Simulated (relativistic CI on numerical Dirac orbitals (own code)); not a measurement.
**Ligand-field terms of d7**

Computed with a parametric ligand-field model of a d^n configuration (Racah B and C, spin-orbit zeta, crystal field), exact diagonalisation.

Field parameters in Wybourne normalisation: Oh B⁴₀ = 21Dq, B⁴₄ = √(5/14) B⁴₀. The field is a parameter set, without covalency.

Problem. Ground term and bands for B = 630, C = 2690, ζ = 0 cm⁻¹, Oh, 10Dq = 38300 cm⁻¹?

Solution. Ground term 2E with 1.01 electrons in the two orbitals of the cubic e set. Spin-allowed: 2T1 36108 cm⁻¹ (277 nm), 2T2 36799 cm⁻¹ (272 nm), 2T1 40707 cm⁻¹ (246 nm), 2T2 51814 cm⁻¹ (193 nm). Lowest spin-forbidden: 4T1 25242 cm⁻¹ (396 nm), 4T2 61975 cm⁻¹ (161 nm), 4T1 69857 cm⁻¹ (143 nm).

Problem. A d7 ion in Oh symmetry has the ground term 4T1 and bands at 4T2 3661 cm⁻¹ (2731 nm), 2E 7502 cm⁻¹ (1333 nm), 4A2 7911 cm⁻¹ (1264 nm), 2T1 10677 cm⁻¹ (937 nm), 2T2 10846 cm⁻¹ (922 nm), 4T1 11323 cm⁻¹ (883 nm). Which parameters reproduce them?

Solution. B = 550, C = 2580, ζ = 0 cm⁻¹, Oh, 10Dq = 4250 cm⁻¹.

Problem. Ground term and bands for B = 550, C = 2300, ζ = 0 cm⁻¹, Oh, 10Dq = 34700 cm⁻¹?

Solution. Ground term 2E with 1.01 electrons in the two orbitals of the cubic e set. Spin-allowed: 2T1 32811 cm⁻¹ (305 nm), 2T2 33402 cm⁻¹ (299 nm), 2T1 36839 cm⁻¹ (271 nm), 2T2 46517 cm⁻¹ (215 nm). Lowest spin-forbidden: 4T1 23478 cm⁻¹ (426 nm), 4T2 56800 cm⁻¹ (176 nm), 4T1 63673 cm⁻¹ (157 nm).

Problem. Ground term and bands for B = 710, C = 3300, ζ = 0 cm⁻¹, Oh, 10Dq = 30100 cm⁻¹?

Solution. Ground term 2E with 1.02 electrons in the two orbitals of the cubic e set. Spin-allowed: 2T1 27623 cm⁻¹ (362 nm), 2T2 28428 cm⁻¹ (352 nm), 2T1 32613 cm⁻¹ (307 nm), 2T2 44652 cm⁻¹ (224 nm). Lowest spin-forbidden: 4T1 14468 cm⁻¹ (691 nm), 4T2 42929 cm⁻¹ (233 nm), 4T1 51939 cm⁻¹ (193 nm).

Problem. A d7 ion in Oh symmetry has the ground term 4T1 and bands at 2E 67 cm⁻¹, 2T1 6356 cm⁻¹ (1573 nm), 4T2 6619 cm⁻¹ (1511 nm), 2T2 6657 cm⁻¹ (1502 nm), 4T1 11088 cm⁻¹ (902 nm), 4A2 13869 cm⁻¹ (721 nm). Which parameters reproduce them?

Solution. B = 340, C = 1560, ζ = 0 cm⁻¹, Oh, 10Dq = 7250 cm⁻¹.
